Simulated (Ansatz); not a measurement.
Z-matrix (Å, degrees):
```
C
B 1 1.560
H 1 1.091 2 113.4
H 1 1.096 2 110.3 3 122.2
H 1 1.096 2 110.1 3 -121.9
O 2 1.348 1 119.6 3 0.7
H 2 1.208 1 122.1 3 -179.3
C 6 1.411 2 122.3 1 179.9
H 8 1.094 6 111.4 2 0.3
H 8 1.092 6 109.0 2 121.1
H 8 1.092 6 109.1 2 -120.4
```

Total charge 0; spin multiplicity 1.

Q: List the r2SCAN/def2-TZVPP orbital energies in eV (Ansatz 0.2.0). (An estimate is asked.)

A: Ansatz gave: Occupied: -516.27, -274.36, -272.09, -180.43, -27.28, -18.41, -17.59, -13.44, -11.89, -11.65, -10.57, -9.89, -9.29, -8.56, -7.80, -7.21. Lowest empty: -0.36, 1.38, 1.86, 2.49, 2.78, 3.20, 3.53, 3.76.
